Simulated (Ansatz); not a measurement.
Saddle point of GeH4BrF, closed shell (GeH₃Br ([GeH3][Br]) + HF → GeH₃F ([F][GeH3]) + HBr; bonds formed: Ge1–F7, Br2–H6; bonds broken: Ge1–Br2, H6–F7), PBE0-D4/def2-TZVP structure:

```tsv
atom	x (Å)	y (Å)	z (Å)
Ge1	-0.5429	0.0555	-0.4822
Br2	0.7060	1.1165	1.7434
H3	-0.6103	-1.0750	-1.5251
H4	-1.7706	-0.0116	0.4200
H5	-0.1748	1.3689	-1.1624
H6	1.2926	-0.4044	0.8946
F7	1.0999	-1.0499	0.1117
```

Energies are electronic, without zero-point energy. Barriers and step energies count from the start structure reached by relaxing down the imaginary mode; all methods use the PBE0-D4 structures, on which another method's saddle can fall below an end. Ansatz 0.2.0; basis: def2-TZVPP, with def2-QZVPP for the basis limit; cores frozen in the correlated methods. Filled d shells of the heavier atoms are correlated. The def2 sets are not built for correlating such inner shells, so the correlated values are less sure here. B3LYP uses VWN-RPA correlation. Extrapolation: Hartree–Fock as exp(−7.88 √X), correlation as X^−2.97.

```csv
method,barrier (kcal/mol),step energy (kcal/mol)
SPW92,19.15,7.50
PBE-D4,24.27,7.34
BLYP-D4,25.38,4.84
r2SCAN-D4,25.90,6.03
B97M-V,28.34,3.81
PBE0-D4,28.07,8.22
B3LYP-D4,28.22,5.66
r2SCAN0-D4,28.77,7.30
BHLYP-D4,31.73,6.09
CAM-B3LYP-D4,?,4.25
wB97X-V,29.42,5.40
wB97M-V,28.19,6.25
B2PLYP,29.71,5.30
PBE-QIDH,?,7.88
RPA on PBE,?,4.69
HF,39.26,4.58
MP2,31.23,7.11
CCSD,33.47,5.96
CCSD(T),31.70,6.08
```

**Question.** Fill in the withheld barriers. (To be estimated.)

**Answer.** By the calculation: PBE-QIDH 30.67; CAM-B3LYP-D4 28.64; RPA on PBE 31.02 kcal/mol. Each is the energy of the saddle less that of the start structure, by the same method.

For comparison, the barrier by CCSD(T) at an estimated basis limit (MP2 extrapolated from triple and quadruple zeta, plus CCSD(T) − MP2 in triple zeta) is 31.93 kcal/mol.

The T1 diagnostic stays at or below 0.011. The start structure is not quite a true minimum (one mode of 32i cm⁻¹).

Labels in which every atom is bracketed show which atoms are joined, not bond orders.

For scale, one of the runs: CCSD(T)/def2-TZVPP, 183 basis functions, launched by `ansatz run in.yaml --threads 4 --pin off --events-out ev --progress --plain --max-ram 9574MiB`. Hardware: 4 CPU threads of an Arm Neoverse V2, shared host. Wall time 72 s; peak host memory 2 GiB.
